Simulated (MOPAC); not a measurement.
Input file for MOPAC: PM7 on AlB+, 2S+1 = 2, a spin state set in the input, which need not be the lowest, a point of a bond scan (R = 2.547 Å). Charge +1.

```
PM7 1SCF PRECISE CHARGE=1 UHF MS=0.5 THREADS=1
AlB

B      0.00000000 1     0.00000000 1     0.00000000 1
Al     0.00000000 1     0.00000000 1     2.54707800 1
```

Program output:

```
*******************************************************************************
 **                                                                           **
 **                              MOPAC v23.2.5                                **
 **                                                                           **
 *******************************************************************************
 ** MOPAC's Digital Object Identifier: https://doi.org/10.5281/zenodo.6511958 **
 **                                                                           **
 ** Please cite the open-source release paper for use of this MOPAC version:  **
 ** J. E. Moussa and J. J. P. Stewart (2026)                                  **
 ** MOPAC: An open-source semiempirical molecular orbital program             **
 ** J. Open Source Softw., 11(119), 8025, https://doi.org/10.21105/joss.08025 **
 *******************************************************************************

                              PM7 CALCULATION RESULTS

 *******************************************************************************
 *  PM7        - The PM7 Hamiltonian to be used
 *  UHF        - UNRESTRICTED HARTREE-FOCK CALCULATION
 *
 *
 *
 *                 CHARGE ON SYSTEM = +1
 *
 *
 *
 *  MS=        - IN MECI, MAGNETIC COMPONENT OF SPIN =  0.5
 *  PRECISE    - TIGHTER CRITERIA TO BE USED
 *  1SCF       - DO 1 SCF AND THEN STOP
 *  THREADS=1  - MULTI-THREADING NOT USED
 *  T=         - A TIME OF 172800.0 SECONDS REQUESTED
 *  DUMP=N     - RESTART FILE WRITTEN EVERY 7200.0 SECONDS REQUESTED
 *******************************************************************************
PM7 1SCF PRECISE CHARGE=1 UHF MS=0.5 THREADS=1
 AlB

   ATOM   CHEMICAL          X               Y               Z
  NUMBER   SYMBOL      (ANGSTROMS)     (ANGSTROMS)     (ANGSTROMS)

     1       B          0.00000000  *   0.00000000  *   0.00000000  *
     2      Al          0.00000000  *   0.00000000  *   2.54707800  *



          CARTESIAN COORDINATES

    NO.       ATOM           X           Y           Z

     1         B          0.0000      0.0000      0.0000
     2        Al          0.0000      0.0000      2.5471

 General Reference for PM7:
 "Optimization of Parameters for Semiempirical Methods VI: More Modifications to the
 NDDO Approximations and Re-optimization of Parameters", J. J. P. Stewart, J. Mol. Mod., 1:32, 19 (2013)
 https://link.springer.com/article/10.1007/s00894-012-1667-x

           Empirical Formula: B Al  =     2 atoms



      MOLECULAR POINT GROUP   :   C*v


          UHF CALCULATION, NO. OF ALPHA ELECTRONS =    3
                           NO. OF BETA  ELECTRONS =    2

 -------------------------------------------------------------------------------
 PM7 1SCF PRECISE CHARGE=1 UHF MS=0.5 THREADS=1
 AlB



     1SCF WAS SPECIFIED, SO BFGS WAS NOT USED
     SCF FIELD WAS ACHIEVED


                              PM7 CALCULATION
                                                       MOPAC v23.2.5 Linux




          FINAL HEAT OF FORMATION =        300.82872 KCAL/MOL =    1258.66737 KJ/MOL


          COSMO AREA              =         98.10 SQUARE ANGSTROMS
          COSMO VOLUME            =         84.87 CUBIC ANGSTROMS

          IONIZATION POTENTIAL    =         11.770623 EV
          ALPHA SOMO LUMO (EV)    =        -11.771 -6.986
          BETA  SOMO LUMO (EV)    =        -16.935 -6.502
          NO. OF ALPHA ELECTRONS  =          3
          NO. OF BETA  ELECTRONS  =          2
          MOLECULAR WEIGHT        =         37.7915         POINT GROUP:  C*v

          MOLECULAR DIMENSIONS (Angstroms)

            Atom       Atom       Distance
           Al     2    B     1     2.54708
           Al     2    B     1     0.00000
            B     1   Al     2     0.00000


          SCF CALCULATIONS        =          1





   ATOM   CHEMICAL          X               Y               Z
  NUMBER   SYMBOL      (ANGSTROMS)     (ANGSTROMS)     (ANGSTROMS)

     1       B          0.00000000  *   0.00000000  *   0.00000000  *
     2      Al          0.00000000  *   0.00000000  *   2.54707800  *

                             CARTESIAN COORDINATES

   1    B        0.000000000     0.000000000     0.000000000
   2   Al        0.000000000     0.000000000     2.547078000


           Empirical Formula: B Al  =     2 atoms



      MOLECULAR POINT GROUP   :   C*v


          ALPHA EIGENVALUES
 -20.55954 -17.82445 -11.77062  -6.98580  -6.70924  -4.21738  -4.16570  -4.10700
  14.66172  14.67698  14.71123  14.96364  15.33023


           BETA EIGENVALUES
 -20.54355 -16.93460  -6.50174  -6.10156  -4.64604  -4.16199  -4.02020  -3.85469
  14.81422  15.09291  15.71496  15.72214  16.19629


              NET ATOMIC CHARGES AND DIPOLE CONTRIBUTIONS

  ATOM NO.   TYPE          CHARGE      No. of ELECS.   s-Pop       p-Pop       d-Pop
    1          B           1.073817        1.9262     1.90402     0.02217
    2         Al          -0.073817        3.0738     1.95102     1.09134     0.03146
 DIPOLE           X         Y         Z       TOTAL
 POINT-CHG.     0.000     0.000    -9.638     9.638
 HYBRID         0.000     0.000     2.317     2.317
 SUM            0.000     0.000    -7.321     7.321


          ATOMIC ORBITAL ELECTRON POPULATIONS

     Atom    s        px        py        pz      x^2-y^2     xz        z^2       yz        xy
    1  B   1.90402   0.01731   0.00000   0.00486
    2 Al   1.95102   0.98182   0.00000   0.10953   0.00460   0.00088   0.02598   0.00000   0.00000


                    (SZ)    =    0.500000
                    (S**2)  =    0.763732


          ATOMIC ORBITAL SPIN POPULATIONS

    Atom   Total    s     px     py     pz   x^2-y^2  xz     z^2    yz     xy
         Atomic
    1  B  0.0105 -0.007  0.017  0.000  0.001
    2 Al  0.9895  0.005  0.982  0.000  0.003 -0.001  0.001 -0.001  0.000 -0.000

 **********************
 *                    *
 * JOB ENDED NORMALLY *
 *                    *
 **********************




 == MOPAC DONE ==
```

The run finished.

Cost: about 0.03 core-seconds (a rough figure).
